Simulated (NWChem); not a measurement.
Molecule: GeSiH$_{5}$OCl; SMILES O[Si@H](Cl)[GeH3]

```xyz
9

O     -1.9255     1.0883    -0.3144
Si    -0.4973     0.7074     0.4376
Cl     1.0358     1.9566    -0.2128
Ge     0.1993    -1.5164    -0.0508
H     -1.9757     0.9459    -1.2647
H     -0.7252     0.9755     1.8792
H     -0.8359    -2.5406     0.4499
H      1.5595    -1.8216     0.5977
H      0.3351    -1.6740    -1.5774
```
Atoms are numbered in this order, from 1.

Level: PBE0/def2-SVP (NWChem), optimised geometry, unscaled harmonic frequencies. 

Q: List the harmonic frequencies with IR intensities, and the thermochemistry.

A: 
```
frequency (cm⁻¹)  IR intensity (km/mol)
----------------  ---------------------
89                                  0.7
108                                 1.5
156                                 5.7
232                                21.8
300                               120.4
357                                17.0
461                                20.7
475                                11.2
550                               108.5
755                               203.9
776                               214.3
813                                38.5
869                               101.6
882                                30.8
886                               124.4
919                                48.5
2149                               68.0
2157                              105.8
2168                               92.7
2281                              106.6
3926                              114.9
```

```json
{
  "zero_point_energy": "30.5 kcal/mol",
  "thermal correction to the enthalpy at 298.15 K (with zero-point energy)": "35.7 kcal/mol",
  "heat capacity Cv": "24.7 cal/(mol K)",
  "entropy at 298.15 K and 1 atm (symmetry number 1)": "86.8 cal/(mol K)",
  "dipole_moment": "1.50 D"
}
```

Rigid rotor and harmonic oscillator; modes under 100 cm⁻¹ make the entropy uncertain.
